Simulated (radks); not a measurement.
Task: These are the eigenvalues of the occupied orbitals of an atom or ion with whole-number occupations (hartree). Method: non-relativistic Kohn-Sham, LB94 model potential, spin-polarised, spherical densities, point nucleus; computed with a radial shooting solver on a logarithmic mesh with Libxc functionals.

1s: -402.6611
2s: -73.73165
2p: -68.83141
3s: -27.89004

Which element is it, and in what charge state? The configuration may be excited. Open shells, if any, are filled with parallel spins first.

Result: Z = 31, gallium, charge +19: Ga19+ in [Ne] 3s2. The list shows which subshells hold electrons but not how many an open one holds; the 1s level, -402.66 hartree, gives Z - s = 28.4 by -(Z - s)^2/2, which with screening narrows Z to a few neighbours, and the depths of the outer levels then fix element, charge and occupations together.
